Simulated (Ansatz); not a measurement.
# Ligand exchange: C2H5FO + C3H9AlO → C2H6O2 + C3H8AlF

Species: C2H5FO (methoxymethyl fluoride) `COCF`, singlet; C3H9AlO `C[CH2][Al]([CH3])[OH]`, singlet; C2H6O2 `COCO`, singlet; C3H8AlF `C[CH2][Al]([CH3])[F]`, singlet. The partners trade F for OH: C–F and Al–OH bonds give way to C–OH and Al–F.

Shapes, held fixed at every level: PBE0-D4/def2-TZVP. Flexible molecules stand in one conformer, not always the lowest. Programs: Ansatz 0.2.0. Electronic energies: no zero-point or thermal term.

Q: Estimate ΔE of this reaction.

A: The highest level, CCSD(T)/CBS estimate, gives ΔE = -52.0 kJ/mol; the levels span -52.0 to -47.9. The column of differences is taken from that level and isn't an error. No measured value is set beside it here. The CBS estimate extrapolates MP2 from def2-TZVPP and def2-QZVPP and adds CCSD(T) − MP2 in the triple-zeta set, cores frozen.

```
               level                    kind  ΔE (kJ/mol)  less CCSD(T)/CBS estimate
       HF/def2-TZVPP            Hartree–Fock        -48.3                       +3.7
   PBE-D4/def2-TZVPP                     GGA        -47.9                       +4.1
 B3LYP-D4/def2-TZVPP           global hybrid        -47.9                       +4.1
  wB97M-V/def2-TZVPP  range-separated hybrid        -48.5                       +3.5
      MP2/def2-TZVPP     perturbation theory        -51.8                       +0.2
     CCSD/def2-TZVPP   coupled cluster or CI        -50.5                       +1.5
CCSD(T)/CBS estimate   coupled cluster or CI        -52.0                        0.0
```
